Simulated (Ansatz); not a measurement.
The cluster Pd₂S₂. Total charge 0; singlet. Geometry PBE0-D4/def2-SVP; atoms count from 1.

Cartesian coordinates in Å:
```
Pd -1.133 -1.220 0.196
Pd 0.287 -0.083 -1.650
S 1.277 0.733 0.157
S -0.431 0.571 1.297
```

In the def2 sets Pd takes a core potential; there is no spin–orbit coupling. The restricted singlet is unstable towards broken spin symmetry in Hartree–Fock (as tested in another run); at PBE0-D4/def2-TZVP this wasn't settled. No other spin state of charge 0 was run. Another isomer (triplet) lies 0.39 eV lower at PBE0-D4/def2-TZVP; other spin states weren't run for this one.

(1) Estimate the Mulliken populations from the PBE0/def2-TZVP orbitals of Ansatz.

(2) And the Mayer bond orders between bonded heavy atoms (over 0.3)?

Results:

(1) 
| atom | charge (e) | d electrons |
| --- | --- | --- |
| Pd1 | 0.20 | 9.28 |
| Pd2 | 0.20 | 9.28 |
| S3 | -0.20 | – |
| S4 | -0.20 | – |
Mulliken values and Mayer orders depend strongly on the basis.

(2) Pd1–Pd2 0.59 (2.59 Å); Pd1–S4 0.95 (2.22 Å); Pd2–S3 0.95 (2.22 Å); S3–S4 1.22 (2.06 Å).
